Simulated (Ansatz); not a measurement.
Species: C$_{2}$H$_{3}$, charge 1, multiplicity 1. It need not be the lowest isomer of its formula. 
Coordinates optimised at B3LYP-D3(BJ)/def2-TZVP (Ansatz, a program for electronic structure):
SMILES: [CH][CH2+]
```xyz
5

C     -0.5795    -0.0017    -0.0062
C      0.6720     0.0020     0.0071
H      1.7532     0.0052     0.0186
H     -1.1567     0.9359    -0.0245
H     -1.1514    -0.9427    -0.0001
```
Charge +1, spin multiplicity 1.

Wanted: vertical ionisation energy (to the doublet state of charge +2; each state is the SCF solution reached for its spin; for the singlet T1 is 0.026), in eV. Cores are frozen in the correlated levels unless marked. Open shells are spin-unrestricted. No spin-orbit coupling. Non-relativistic. Basis-set limits of correlation are two-point, X^-3; Hartree-Fock from the larger set.

```json
[
 {"level": "HF/def2-TZVPPD", "program": "Ansatz", "vertical ionisation energy (eV)": "18.47"}
]
```

Q: Predict the CCSD(T)/CBS(def2-TZVPPD,def2-QZVPPD) result (Ansatz).

A: 20.21 eV, so HF/def2-TZVPPD differs from it by -1.74 eV.
